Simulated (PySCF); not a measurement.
# ZrOI2: breathing scan

All numbers come from PBE0 in PySCF with Zr def2-SVP with ECP28, O def2-SVP, I def2-SVP with ECP28; scalar-relativistic core potentials, no spin–orbit coupling; density-fitted integrals.

Rigid scan from the singlet minimum (Zr–I 2.742 Å (×2), Zr–O 1.720 Å; I–Zr–I 124.7°, I–Zr–O 113.1° (×2)). Coordinate: all bonds to the central atom scaled together. Energies in kJ/mol from the minimum.

Predict the curve at 0.88, 0.92, 0.96, 1.00, 1.04, 1.08, 1.14, 1.22, 1.35.


```csv
scale of all bonds to the centre,E (kJ/mol),dipole size (D)
0.88,323.4,2.23
0.92,127.4,2.39
0.96,28.3,2.56
1.00,0.0,2.74
1.04,22.5,2.90
1.08,80.7,3.04
1.14,210.7,3.21
1.22,424.4,3.40
1.35,786.2,3.63
```

At long bonds a restricted determinant can lie too high, and another spin state can fall below this curve.

Other isomers or separated fragments may lie lower.

The scan took 17 s on 2 threads of a shared Arm Neoverse V1 host; the process peaked at 1.1 GiB.
